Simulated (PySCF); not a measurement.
Species: C$_{3}$H$_{9}$Sb, charge -1, multiplicity 2. SMILES of the parent species: [CH3][Sb]([CH3])[CH3]
Structure (B3LYP-D3(BJ)/def2-TZVP (Ansatz) minimum search):
```xyz
13

Sb     0.1697    -0.0732     0.3569
C     -0.5497    -2.1561    -0.5348
H      0.1141    -2.9374    -0.1573
H     -0.4946    -2.1257    -1.6254
H     -1.5812    -2.3591    -0.2263
C      1.2610     1.8191    -0.5810
H      2.2895     1.8382    -0.2128
H      0.7399     2.7363    -0.2855
H      1.2648     1.7366    -1.6702
C     -1.5976     0.7190    -0.7532
H     -2.4868     0.1480    -0.4805
H     -1.4355     0.6326    -1.8313
H     -1.7481     1.7697    -0.4993
```
Charge -1, spin multiplicity 2.

Dispersion corrections to the total energy (kcal/mol) from the dftd3 and dftd4 libraries through PySCF: D3(BJ) without and D4 with the three-body term, each with the damping fitted for the functional named.

```tsv
functional	D3(BJ)	D4
HF	-45.17	-24.10
revPBE	?	-20.88
TPSS	-8.13	-9.52
BHLYP	-9.36	-8.96
HSE06	?	-5.61
PBE	-6.32	?
r2SCAN	-1.81	-1.76
```

Problem. Complete the blanks.

Solution. 
- revPBE, D3(BJ): -15.48
- HSE06, D3(BJ): -4.51
- PBE, D4: -7.07
